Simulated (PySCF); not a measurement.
Delta-SCF ions had no search for a lower state. Excitations are Tamm–Dancoff values on a coarser integration grid. The basis has no diffuse functions, so Rydberg states are missing or too high.

C2H4S3, SMILES `SC(SS)=C` (charge 0, multiplicity 1)

The numbers are results of PBE0-D3(BJ)/def2-TZVP in PySCF, not measurements.

The HOMO is -6.75 eV and the dipole moment is 0.166 e·Å. The HOMO–LUMO gap comes out as 5.89 eV and the LUMO comes out as -0.86 eV. The S1 excitation (TDA) is 4.56 eV. The S1 oscillator strength comes out as 0.001. The brightest of the four lowest singlets (TDA) is 5.57 eV. The T1 excitation (TDA) comes out as 3.72 eV. The S1–T1 gap (TDA) is 0.84 eV. The vertical ionisation energy (Delta-SCF) is 8.57 eV. The total energy is -34633.00 eV. The cost is very roughly 3 core-minutes.

```xyz
9

C     -0.1686    -0.4665     1.0392
C     -0.5238     0.2622    -0.0115
S     -2.0670     1.1056    -0.0842
S      0.3330     0.4189    -1.5464
S      2.1816    -0.3690    -1.2234
H      0.7321    -1.0675     1.0218
H     -0.7721    -0.4603     1.9374
H     -1.5921     2.2460    -0.6173
H      1.9039    -1.6516    -1.5318
```
